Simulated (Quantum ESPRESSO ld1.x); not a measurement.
Q: The mean radii <r> (bohr) of the occupied orbitals of an atom or ion are listed with their occupations. Calculated with ld1.x of Quantum ESPRESSO 7.5: Dirac Kohn-Sham, PBE, spin-unpolarised, spherical densities, point nucleus.

| orbital | occ. | <r> |
|---|---|---|
| 1s1/2 | 2 | 0.01658 |
| 2s1/2 | 2 | 0.06918 |
| 2p1/2 | 2 | 0.05689 |
| 2p3/2 | 4 | 0.06554 |
| 3s1/2 | 2 | 0.1780 |
| 3p1/2 | 2 | 0.1682 |
| 3p3/2 | 4 | 0.1833 |
| 3d3/2 | 4 | 0.1591 |
| 3d5/2 | 6 | 0.1637 |
| 4s1/2 | 2 | 0.3607 |
| 4p1/2 | 2 | 0.3568 |
| 4p3/2 | 4 | 0.3791 |
| 4d3/2 | 0.4 | 0.3667 |
| 4d5/2 | 0.6 | 0.3730 |

Name the element and its charge. Open shells, if any, are shared by 2j + 1.

A: Z = 80, mercury, charge +43: Hg43+ in [Kr] 4d1. The 1s radius gives Z: for a bare nucleus <r> = (2 gamma + 1)/(2Z) with gamma = sqrt(1 - (Z/c)^2), 0.0164 bohr for Z = 80, and screening makes it slightly larger (0.01658 here). The occupations add up to 37, and the charge is Z minus that.
